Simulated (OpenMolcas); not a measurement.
**How methods differ on CH7BSi2 (SMILES CB1[SiH2][SiH2]1)**

CH7BSi2: 11 atoms, total charge 0, spin state singlet. SMILES: `CB1[SiH2][SiH2]1`. The coordinates come from a PBE0-D4/def2-TZVP relaxation.

Quantity: the dipole moment, in D. The values are calculated.

```
                                        level           kind     program  value (D)  CPU time
              HF/6-31G* (spherical functions)   Hartree–Fock  OpenMolcas       0.26      13 s
HF/6-31G* (RICD fitting, Cartesian functions)   Hartree–Fock  OpenMolcas       0.25     3.8 s
           SVWN5/6-31G* (spherical functions)            LDA  OpenMolcas       0.42      49 s
          revPBE/6-31G* (spherical functions)            GGA  OpenMolcas       0.40      67 s
           M06-L/6-31G* (spherical functions)       meta-GGA  OpenMolcas       0.32      79 s
          r2SCAN/6-31G* (spherical functions)       meta-GGA  OpenMolcas       0.38      84 s
           B3LYP/6-31G* (spherical functions)  global hybrid  OpenMolcas       0.33      57 s
            PBE0/6-31G* (spherical functions)  global hybrid  OpenMolcas       0.31      59 s
```

The values span 0.25 to 0.42 D. Magnitudes only. CPU times are rough (shared hosts, several kinds of processor and program).
